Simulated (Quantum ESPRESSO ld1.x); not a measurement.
The numbers below are computed, except where a source is named.
Mean orbital radii <r> (bohr) of the ytterbium ion Yb+, [Xe] 4f14 6s1, at several levels of relativity; Dirac values are averaged over j with weights 2j + 1. Spin-unpolarised spherical Kohn-Sham, LDA (Slater exchange, VWN5 correlation), point nucleus, ld1.x of Quantum ESPRESSO 7.5. A level marked "c x" has the speed of light scaled by that factor.

shell       non-rel.  scalar-rel.   Dirac  Dirac, c x 5  change of magnitude, last against first (%)
3s            0.2346       0.2169  0.2165        0.2339                                        -0.29
3p            0.2244       0.2164  0.2156        0.2240                                        -0.15
3d            0.1975       0.1962  0.1962        0.1974                                        -0.03
4s            0.5275       0.4881  0.4881        0.5260                                        -0.29
4p            0.5374       0.5186  0.5175        0.5367                                        -0.15
4d            0.5630       0.5604  0.5606        0.5628                                        -0.02
5s             1.321        1.207   1.208         1.317                                        -0.32
5p             1.504        1.448   1.446         1.502                                        -0.14
4f            0.7448       0.7858  0.7872        0.7463                                        +0.19
6s             3.778        3.498   3.500         3.768                                        -0.26
5d (empty)     2.663        2.773   2.774         2.668                                        +0.18
6p (empty)     4.686        4.585   4.575         4.683                                        -0.08
